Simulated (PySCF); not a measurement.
PySCF input for Ga(Me)(SeH)2 (CH5GaSe2), SMILES [CH3][Ga]([SeH])[SeH], IEF-PCM-M06-2X/def2-SVP. Geometry: ωB97X-D3(BJ)/def2-SVP. One conformer was computed; it need not be the lowest.

```python
import numpy as np
from pyscf import gto, scf, dft
from pyscf.solvent import pcm

mol = gto.M(
    atom='''
    Ga    0.62257092    0.00020511   -0.00000000
    C     2.57738913   -0.01119478   -0.00000000
    H     2.95144590   -0.54169802    0.88989895
    H     2.95144589   -0.54169803   -0.88989895
    H     2.98665131    1.00967865    0.00000001
    Se   -0.66130288   -1.92348236    0.00000000
    H     0.50851203   -2.80859587    0.00000000
    Se   -0.58228800    1.97209771    0.00000000
    H    -1.87999854    1.29020161    0.00000000
    ''',
    basis='def2-SVP',
    charge=0,
    spin=0,
    max_memory=1600,
    verbose=3,
)
mf = dft.RKS(mol, xc='m06-2x').density_fit(auxbasis='def2-universal-jkfit')
mf.grids.level = 4
mf.conv_tol = 1e-9
mf.max_cycle = 100
mf.kernel()
res = {}
for name, eps in {'water': 78.355, 'ethanol': 24.852, '1-octanol': 9.8629}.items():
    s = mf.PCM()
    s.with_solvent.method, s.with_solvent.eps, s.with_solvent.lebedev_order = 'IEF-PCM', eps, 17
    s.kernel(mf.make_rdm1())
    res[name] = (s.e_tot, eps, s.dip_moment(), s.mo_energy, s.converged)
    print(f'{name}: electrostatic solvation free energy {(s.e_tot - mf.e_tot) * 627.509474:.3f} kcal/mol')
```

Program output:

```
converged SCF energy = -6768.32740670792

WARN: PCM is an experimental feature. It is still in testing.
Features and APIs may be changed in the future.

converged SCF energy = -6768.33528446585
Dipole moment(X, Y, Z, Debye):  2.29248, -1.09552,  0.00000
water: electrostatic solvation free energy -4.943 kcal/mol

WARN: PCM is an experimental feature. It is still in testing.
Features and APIs may be changed in the future.

converged SCF energy = -6768.33490642559
Dipole moment(X, Y, Z, Debye):  2.26379, -1.07456,  0.00000
ethanol: electrostatic solvation free energy -4.706 kcal/mol

WARN: PCM is an experimental feature. It is still in testing.
Features and APIs may be changed in the future.

converged SCF energy = -6768.33412048304
Dipole moment(X, Y, Z, Debye):  2.20405, -1.03213,  0.00000
1-octanol: electrostatic solvation free energy -4.213 kcal/mol
```

Self-consistency was reached.
